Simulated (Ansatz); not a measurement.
A nudged elastic band was laid between two geometries of FGeH5N2 (9 atoms, charge 0, multiplicity 1).

Method: RKS PBE-D4/def2-SVP (Ansatz 0.2.0).

| Property | Result |
| --- | --- |
| movable images | 5 |
| climbing image | yes |
| spring | 5.0 eV/Å² |
| optimiser | quadratic models (default) |
| start path | through a guess of the saddle point |
| force threshold | 0.03 eV/Å |
| iteration limit | 60 |
| end points | relaxed |

Image 0:

```xyz
9
Properties=species:S:1:pos:R:3
N -0.889 1.157 -0.496
Ge 0.384 -0.158 -0.380
N 0.304 -0.754 1.342
F -0.162 -1.329 -1.590
H -1.076 1.462 -1.458
H -0.681 1.983 0.076
H 1.870 0.115 -0.739
H 0.974 -1.490 1.586
H -0.636 -1.033 1.642
```

Image 6:

```xyz
9
Properties=species:S:1:pos:R:3
N -0.490 1.436 -0.559
Ge 0.430 -0.140 -0.401
N 0.307 -0.680 1.346
F -0.304 -1.309 -1.523
H -0.962 1.550 -1.463
H -1.182 1.560 0.189
H 1.911 -0.044 -0.824
H 0.999 -1.392 1.606
H -0.622 -1.026 1.612
```

Which bonds break or form, and what moves?

No bond is made or broken. The height of N1 over the plane of its neighbours goes from -0.35 to 0.36 Å.

What energy profile does the band end with?

It converged. The highest image is number 3 of 0 to 6, 1.2 kcal/mol above the first end and 1.1 kcal/mol above the last; the last end lies 0.2 kcal/mol above the first. A vibrational analysis at the climbing image gives one clearly imaginary mode, 371i cm⁻¹: a first-order saddle point.

| image | path coordinate (Å) | energy (kcal/mol) | height of N1 over the plane of its neighbours (Å) |
| --- | --- | --- | --- |
| 0 | 0.00 | 0.0 | -0.35 |
| 1 | 0.19 | 0.1 | -0.33 |
| 2 | 0.37 | 0.7 | -0.18 |
| 3 | 0.56 | 1.2 | 0.02 |
| 4 | 0.76 | 0.6 | 0.23 |
| 5 | 0.96 | 0.2 | 0.35 |
| 6 | 1.15 | 0.2 | 0.36 |

What is the geometry of the highest image?


```xyz
9
Properties=species:S:1:pos:R:3
N -0.669 1.260 -0.577
Ge 0.420 -0.171 -0.410
N 0.304 -0.702 1.337
F -0.204 -1.343 -1.585
H -1.104 1.527 -1.459
H -0.936 1.827 0.225
H 1.915 -0.019 -0.784
H 0.992 -1.410 1.615
H -0.630 -1.016 1.621
```

What are the harmonic wavenumbers there?

371i, 130, 198, 231, 258, 300, 511, 652, 664, 698, 735, 744, 784, 884, 1449, 1494, 2095, 3456, 3540, 3557, 3663 cm⁻¹.

Time of the run: 37 s on 2 threads of AMD EPYC 9R14 (Zen 4), on a shared host, peak memory 0.16 GiB.
